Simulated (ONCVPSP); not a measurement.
# Before and after: ONCV potential for La

- Element: lanthanum
- Generator: ONCVPSP 4.0.1
- Type: optimised norm-conserving Vanderbilt (ONCV)
- Functional: LDA (Perdew-Zunger)
- Relativity: scalar-relativistic
- Frozen core: [Kr]
- Valence charge: 21
- Reference configuration: 4d10 5s2 5p6 5d1 6s1 (charge +1)
- Partial waves: 5s+6s: rc 3.00 bohr, ncon 3, nbas 8, qcut 4.4 1/bohr, 2 projectors; 5p: rc 2.80 bohr, ncon 4, nbas 7, qcut 4.3 1/bohr, 1 projector; 4d+5d: rc 1.50 bohr, ncon 4, nbas 9, qcut 11.6 1/bohr, 2 projectors; f scattering state at 0.05 Ha: rc 2.80 bohr, ncon 3, nbas 7, qcut 4.2 1/bohr, 2 projectors, debl 0.4 Ha
- Local potential: polynomial inside 1.10 bohr (lpopt 4, dvloc0 0 Ha)
- Core correction: Teter function, fcfact 3, rcfact 1.65

In the f channel the program set the typed energies aside and used -0.385, 0.015 Ha.

Change: all radii but the core radius scaled by about 1.23 (s 3.68, p 3.44, d 1.84, f 3.44 bohr); local potential polynomial inside 1.36 bohr (lpopt 4, dvloc0 0 Ha).

Cutoffs: the cutoffs (Ha) at which the residual kinetic energy of the hardest occupied pseudo-wave falls to 1 and 0.1 mHa per electron; they do not see the model core or the augmentation charge, which bear on the density cutoff. Errors are all-electron minus pseudo energies relative to the spin-unpolarised reference configuration.

Predict the effect on cutoff, ghosts and configuration errors.

The potential gets softer (50 Ha and 56 Ha → 42 Ha and 48 Ha); the bound ghost in p, s disappears; the lowest positive-energy flag moves from none to s at 7.4 eV; the number of tests with a reliable result goes from 3 to 4; of the 3 tests that both files solve, the error grows in 0 and shrinks in 3 by more than 15 % and 0.3 meV (median size 15.0 → 3.8 meV). A larger radius leaves more room for a smooth pseudo-wave, so fewer plane waves are needed. That the errors move this way runs against the usual rule that smaller radii transfer better.

```tsv
quantity	base	changed
cutoff, loose	50 Ha	42 Ha
cutoff, tight	56 Ha	48 Ha
loose cutoff by channel	s 4.8 Ha, p 5.0 Ha, d 50 Ha	s 3.2 Ha, p 5.2 Ha, d 42 Ha
bound ghosts	s, p	none
GHOST(+) flags under 300 eV	none	s at 7.4 eV
tests with a reliable result	3 of 4	4 of 4
error for 4d10 5s2 5p6 5d1 6s0, meV [ΔE 11.15 eV]	-9.9	-3.8
error for 4d10 5s2 5p6 5d0 6s0, meV [ΔE 30.25 eV]	+15	+11
error for 4d10 5s2 5p6 5d2 6s0, meV [ΔE 0.15 eV]	-15	-1.8
rms error of d²Exc/dni dnj with the model core, mHa	2.01	2.45
```

 A true bound ghost makes a file unfit for plane-wave use even where its test errors are small: the radial tests pick states by their node count and pass the ghost by.
